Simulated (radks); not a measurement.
Charge is removed step by step from the 3d down level of the krypton ion Kr3+, starting from [Ar] 3d(up 5, down 5) 4s2 4p3. Method: scalar-relativistic Kohn-Sham, LDA (Slater exchange, Perdew-Wang correlation), spin-polarised, spherical densities, finite nucleus; open shells are filled with parallel spins first; Fermi nuclear charge, rms radius 4.1884 fm; computed with a radial shooting solver on a logarithmic mesh with Libxc functionals.

removed (e)  E - E(0) (eV)  eigenvalue (eV)  E minus straight line (eV)
0                    0.000          -121.56                       0.000
0.25                31.291          -128.86                      -2.797
0.5                 64.424          -136.30                      -3.752
0.75                99.433          -143.87                      -2.831
1                   136.35          -151.58                       0.000

Removing the whole electron costs 136.35 eV by Delta-SCF, against 121.56 eV from minus the eigenvalue at the starting occupation. Slater's transition state (half an electron removed) gives 136.30 eV. Integrating minus the eigenvalue over the occupation (Janak's theorem) gives 136.39 eV. In this scalar-relativistic scheme the density is built from large components alone, so the theorem holds only approximately. The mean slope of the eigenvalue, de/dn, is 30.0 eV per electron.
